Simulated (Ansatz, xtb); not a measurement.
System: SeCl₂ (charge -1, doublet). SMILES of the parent species: Cl[Se]Cl
Geometry from a B3LYP-D3(BJ)/def2-TZVP (Ansatz, a quantum-chemistry and plane-wave program) optimisation:
```xyz
3

Se    -0.0050    -0.0092     0.1757
Cl     1.5785     1.8445    -0.0352
Cl    -1.5685    -1.8261    -0.3163
```
Charge -1, spin multiplicity 2.

Harmonic wavenumbers from GFN2-xTB (xtb, at its own minimum), cm⁻¹: 61, 201, 372.

Problem. Give the harmonic wavenumbers at B3LYP-D3(BJ)/def2-TZVP (Ansatz, finite differences of forces, unscaled).

Solution. 48, 212, 250 cm⁻¹. Zero-point energy 0.7 kcal/mol.

Problem. From these and the geometry, give the ideal-gas thermochemistry at 298.15 K and 1 atm (rigid rotor, harmonic oscillator).

Solution. Point group C2v, rotational symmetry number 2. Rotational constants 109.2, 1.216, 1.202 GHz. S(trans) 40.92, S(rot) 23.74, S(vib) 8.65, S(elec, spin only) 1.38, S 74.7 cal/(mol K). H(298) - H(0) 3.54 kcal/mol; G - E(el) -18.0 kcal/mol.
